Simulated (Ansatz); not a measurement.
One geometry of the cluster Pd₃H₂⁻, several levels of theory.

```yaml
crystal:
  periodic: [false, false, false]
  atoms:
    - {symbol: Pd, position_ang: [0.418281, 0.680077, -0.424168]}
    - {symbol: Pd, position_ang: [-1.172683, -1.549829, -0.335327]}
    - {symbol: Pd, position_ang: [0.431561, -0.888545, 1.566984]}
    - {symbol: H, position_ang: [1.507124, 1.761656, 0.065905]}
    - {symbol: H, position_ang: [-1.184283, -0.003368, -0.873394]}
basis:
  gaussian: {orbitals: def2-TZVPD, initial_orbitals: start.molden}
total_charge: -1
magnetization: {spin_polarized: true, initial_magnetization: 1}
hamiltonian: {xc: pbe0, dispersion: d4}
scf: {omitted_lower_state_checks: [starts]}
output: {orbitals: {seedname: orbitals}}
```

The file start.molden holds the orbitals of an earlier run on this structure, at another level or in another basis.

```sh
$ ansatz run in.yaml --threads 4 --pin off --events-out ev --progress --plain --max-ram 3916MiB
```

Shortened log:

```
Functional definition: PBE0
1317 factors; their error is unknown
mean field evaluation 1: about -10474.4475 eV, gradient 1.2e1 eV
mean field evaluation 2: about -10474.5812 eV, gradient 2.2e-1 eV
mean field evaluation 4: about -10474.7438 eV, gradient 2.2e-1 eV
mean field evaluation 8: about -10474.7439 eV, gradient 2.4e-5 eV
mean field -10474.74390399 eV, -384.9397384352 hartree, gradient 2.4e-5 eV, S^2 0.799799; 0 other end points of the search recorded, 0 dependent functions left out
reference -10474.74393588 eV, -384.9397396073 hartree; 29, 28 occupied and 109, 110 virtual orbitals, 1317 factors
Total energy: -10474.95806062 eV, -384.9476085460 hartree
Checks for a lower state left out: starts
```

It took 4.5 s on 4 threads of Arm Neoverse V1 on a shared host.

The first input with `hamiltonian: {xc: {text: "exchange = 0.95*pbe_x + 0.05*exact_x\ncorrelation = pbe_c"}}` (abridged; 3.9 s):

```
Functional definition: unnamed
mean field -10477.46413327 eV, -385.0397050173 hartree, gradient 2.7e-5 eV, S^2 0.765775
Total energy: -10477.46417258 eV, -385.0397064618 hartree
Checks for a lower state left out: starts
```

First input, but with `gaussian: {orbitals: def2-SVPD, initial_orbitals: start.molden}` (abridged; 3.7 s):

```
Functional definition: PBE0
mean field -10472.05986407 eV, -384.8411017874 hartree, gradient 3.7e-5 eV, S^2 0.799413
Total energy: -10472.27402016 eV, -384.8489718784 hartree
Checks for a lower state left out: starts
```

The first input with `hamiltonian: {xc: lda}` (abridged; 1.6 s):

```
Functional definition: SPW92
mean field -10458.69956627 eV, -384.3501198991 hartree, gradient 1.5e-5 eV, S^2 0.755944
Total energy: -10458.69960554 eV, -384.3501213422 hartree
Checks for a lower state left out: starts
```

First input, but with `gaussian: {orbitals: def2-SVPD, initial_orbitals: start.molden}`, `hamiltonian: {xc: pbe, dispersion: d4}` (abridged; 3.1 s):

```
Functional definition: PBE
mean field -10475.39194229 eV, -384.9635534035 hartree, gradient 2.5e-5 eV, S^2 0.761637
Total energy: -10475.64440210 eV, -384.9728311304 hartree
Checks for a lower state left out: starts
```

As the first input, with `hamiltonian: {xc: {text: "exchange = 0.50*pbe_x + 0.50*exact_x\ncorrelation = pbe_c"}}` (abridged; 8.5 s):

```
Functional definition: unnamed
mean field -10471.77237092 eV, -384.8305366091 hartree, gradient 1.4e-5 eV, S^2 0.922785
Total energy: -10471.77239328 eV, -384.8305374307 hartree
Checks for a lower state left out: starts
```

As the first input, with `gaussian: {orbitals: STO-3G}`, `hamiltonian: {xc: hf}` (abridged; 19 s):

```
Functional definition: HF
mean field evaluation 16: about -399160.6665 eV, gradient 2.9e0 eV
mean field evaluation 32: about -399166.0968 eV, gradient 1.8e-1 eV
mean field -399166.10887112 eV, -14669.0839365075 hartree, gradient 9.3e-6 eV, S^2 4.578124
Total energy: -399166.10887112 eV, -14669.0839365075 hartree
Checks for a lower state left out: starts
```

Geometry: PBE-D4/def2-TZVPD.

In the def2 sets Pd takes a core potential, while STO-3G treats all electrons; there is no spin–orbit coupling. At PBE with 5 % exact exchange/def2-TZVPD, LDA (SPW92)/def2-TZVPD, PBE-D4/def2-SVPD, HF/STO-3G the highest occupied level of the charge -1 doublet lies above zero (up to 2.45 eV). In Hartree–Fock with STO-3G the lack of diffuse functions raises the level. By energy differences its removal costs 2.16 eV (vertical, to the charge 0 singlet, at PBE0-D4/def2-TZVPD). At PBE with 50 % exact exchange/def2-TZVPD, HF/STO-3G the charge -1 doublet is spin-contaminated (final ⟨S²⟩ up to 4.58, 0.75 for a pure state). Another isomer (doublet) lies 0.03 eV lower at PBE0-D4/def2-TZVPD.
